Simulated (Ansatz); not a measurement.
Cost and result for the atomization energy of `N=[CH][GeH2][SH]` (9 atoms, 8 bonds).

```xyz
9

N    -0.5214    0.9767   -1.6200
C     0.0057    0.9611   -0.4703
Ge   -0.4884   -0.4757    0.7748
S     1.3558   -1.5914    1.3351
H    -0.1749    1.7566   -2.1840
H     0.7510    1.6977   -0.1363
H    -0.9930    0.0980    2.1080
H    -1.5207   -1.3899    0.1053
H     1.5860   -2.0330    0.0875
```

Charge 0, multiplicity 1. Correlated methods include outer-core shells of Ge, which these sets cover unevenly. Scalar relativity is left out up to krypton. The geometry is a stationary point of PBE0-D4/def2-TZVP. It is one conformer, not always the lowest. Program: Ansatz. All runs use 4 threads of an Arm Neoverse V1 on a shared host. Times are those of one run each, without the atoms' runs, and a repeat can differ threefold. Electronic energies, without spin–orbit coupling; frozen cores. CCSD(T)/CBS adds CCSD(T) − MP2 in def2-TZVPP to the MP2 limit, and its time is that of the two runs behind it. T1 = 0.012. With those shells the extrapolation isn't a true limit. B3LYP takes the VWN-RPA correlation (the form of Gaussian; ORCA's B3LYP/G).

CCSD(T)/CBS is a level of theory with its own doubt, some kJ/mol a heavy atom from the limit and from the frozen cores, so smaller differences don't rank the functionals.

| level | functions | wall time | atomization (kcal/mol) | difference from CCSD(T)/CBS | per bond |
| --- | --- | --- | --- | --- | --- |
| PBE-D4/def2-TZVPP (with forces) | 222 | 2.1 s | 713.1 | 14.1 | 1.8 |
| PBE0-D4/def2-TZVPP | 222 | 2.8 s | 697.2 | -1.8 | -0.2 |
| B3LYP-D4/def2-TZVPP (with forces) | 222 | 4.1 s | 697.5 | -1.5 | -0.2 |
| r2SCAN-D4/def2-TZVPP (with forces) | 222 | 4.5 s | 697.8 | -1.2 | -0.1 |
| B2PLYP/def2-TZVPP | 222 | 4.8 s | 688.7 | -10.3 | -1.3 |
| ωB97X-V/def2-TZVPP | 222 | 7 s | 703.2 | 4.2 | 0.5 |
| ωB97M-V/def2-TZVPP (with forces) | 222 | 11 s | 699.3 | 0.3 | 0.0 |
| MP2/def2-QZVPP | 423 | 23 s | 696.3 | -2.7 | -0.3 |
| CCSD(T)/def2-TZVPP | 222 | 110 s | 679.8 | -19.2 | -2.4 |
| CCSD(T)/CBS(def2) | – | 2.3 min | 699.0 | 0.0 | 0.0 |

The D4 term adds +7.3 kcal/mol with B3LYP and +3.8 kcal/mol with PBE0; it sums over pairs of atoms, weighted by their polarisabilities, and B3LYP, whose exchange is more repulsive, gets the larger term. From PBE to PBE0 (25 % exact exchange), in def2-TZVPP and without D4, the atomization energy moves by −15.3 kcal/mol: exact exchange takes away binding that semilocal exchange gives to molecules. In def2-TZVPP, CCSD(T) changes the Hartree–Fock value by +206.2 kcal/mol (the triples alone add +13.3 kcal/mol) and MP2 by +211.4 kcal/mol; breaking electron pairs costs correlation energy, which Hartree–Fock lacks.
